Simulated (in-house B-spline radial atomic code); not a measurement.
Orbital energies and mean radii along the 37-electron series, configuration [Kr] 4d1. The effective charge is n√(-2ε), a non-relativistic measure. Computed with a B-spline radial code for spherical atoms: non-relativistic Hartree-Fock, average of the configuration, point nuclei.

This level leaves out relativity, spin-orbit splitting included, which matters for heavy ions.

| ion | Z | energy of 4p (Eh) | mean radius of 4p (bohr) | energy of 4s (Eh) | mean radius of 4s (bohr) | energy of 3s (Eh) | mean radius of 3s (bohr) | effective charge of 4p |
| --- | --- | --- | --- | --- | --- | --- | --- | --- |
| Zr3+ | 40 | -2.4567 | 1.3557 | -3.3999 | 1.2354 | -17.07 | 0.46653 | 8.8665 |
| Nb4+ | 41 | ? | ? | ? | ? | ? | ? | ? |
| Mo5+ | 42 | ? | ? | ? | ? | ? | ? | ? |
| Tc6+ | 43 | -4.896 | 1.1206 | -6.0815 | 1.0512 | -23.293 | 0.4239 | 12.517 |
| Ru7+ | 44 | -5.8513 | 1.0614 | -7.1176 | 1.0023 | -25.614 | 0.4113 | 13.684 |
| Rh8+ | 45 | -6.8749 | 1.0088 | -8.2219 | 0.95819 | -28.056 | 0.39941 | 14.832 |
| Pd9+ | 46 | -7.9658 | 0.96168 | -9.3936 | 0.91806 | -30.617 | 0.38816 | 15.966 |
| Ag10+ | 47 | -9.1234 | 0.91918 | -10.632 | 0.8814 | -33.295 | 0.37751 | 17.087 |
| Cd11+ | 48 | -10.347 | 0.88061 | -11.936 | 0.84776 | -36.09 | 0.36741 | 18.196 |
| In12+ | 49 | -11.636 | 0.84539 | -13.306 | 0.81676 | -39.001 | 0.35783 | 19.297 |
| Sn13+ | 50 | -12.991 | 0.81309 | -14.741 | 0.78808 | -42.027 | 0.34872 | 20.389 |
| Sb14+ | 51 | -14.41 | 0.78334 | -16.24 | 0.76146 | -45.168 | 0.34006 | 21.474 |
| Te15+ | 52 | -15.894 | 0.75582 | -17.805 | 0.73668 | -48.424 | 0.33181 | 22.553 |
| I16+ | 53 | -17.443 | 0.73029 | -19.433 | 0.71354 | -51.794 | 0.32394 | 23.626 |
| Xe17+ | 54 | -19.056 | 0.70652 | -21.126 | 0.69188 | -55.278 | 0.31643 | 24.694 |
| Cs18+ | 55 | -20.732 | 0.68433 | -22.883 | 0.67156 | -58.875 | 0.30925 | 25.757 |
| Ba19+ | 56 | ? | ? | ? | ? | ? | ? | ? |
| La20+ | 57 | -24.277 | 0.64406 | -26.588 | 0.63444 | -66.41 | 0.29583 | 27.873 |

Problem. Fill in the row of Nb4+.

Solution. energy of 4p (Eh): -3.1963; mean radius of 4p (bohr): 1.2654; energy of 4s (Eh): -4.2201; mean radius of 4s (bohr): 1.1666; energy of 3s (Eh): -19.017; mean radius of 3s (bohr): 0.45145; effective charge of 4p: 10.113.

Problem. Fill in the row of Mo5+.

Solution. energy of 4p (Eh): -4.0104; mean radius of 4p (bohr): 1.1879; energy of 4s (Eh): -5.115; mean radius of 4s (bohr): 1.1056; energy of 3s (Eh): -21.093; mean radius of 3s (bohr): 0.43726; effective charge of 4p: 11.328.

Problem. Fill in the row of Ba19+.

Solution. energy of 4p (Eh): -22.473; mean radius of 4p (bohr): 0.66355; energy of 4s (Eh): -24.703; mean radius of 4s (bohr): 0.65245; energy of 3s (Eh): -62.586; mean radius of 3s (bohr): 0.30239; effective charge of 4p: 26.817.

Problem. How does the screening of 4p change?

Solution. Z less the effective charge goes from 31.13 at Z = 40 to 29.13 at Z = 57.
